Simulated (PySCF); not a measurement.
**Ne²⁺ (neon, charge +2) across methods**

[He] 2s2 2p4, high-spin 3P determinant. Computed with PySCF 2.14 in aug-cc-pVQZ-DK (6s5p4d3f2g, 80 functions), with the spin-free X2C one-electron Hamiltonian (Gaussian nucleus). The B2PLYP total includes its PT2 part (frozen core); its orbital energies are those of the SCF part.

```
 method  E (hartree)  mean ε 2s β (eV)  mean ε 2p α (eV)  mean ε 2p β (eV)  Σ⟨r²⟩ (bohr²)   ⟨S²⟩
    PBE    -126.6955           -74.837           -56.784           -52.545          5.023  2.001
    LDA    -126.0282           -74.809           -56.879           -52.148          5.045  2.001
r2SCANh    -126.7696           -76.713           -59.337           -54.582          4.975  2.002
   BLYP    -126.7999           -74.880           -56.729           -52.617          5.032  2.001
 B2PLYP    -126.7707           -81.493           -64.003           -59.029          4.986  2.002
   PBE0    -126.7133           -78.173           -60.331           -55.746          4.996  2.002
    UHF   -126.51677           -86.598           -70.099           -64.122          4.953  2.004
 r2SCAN    -126.7696           -75.487           -58.062           -53.402          4.980  2.002
wB97M-V    -126.7938           -81.074           -62.622           -58.277          5.008  2.002
```
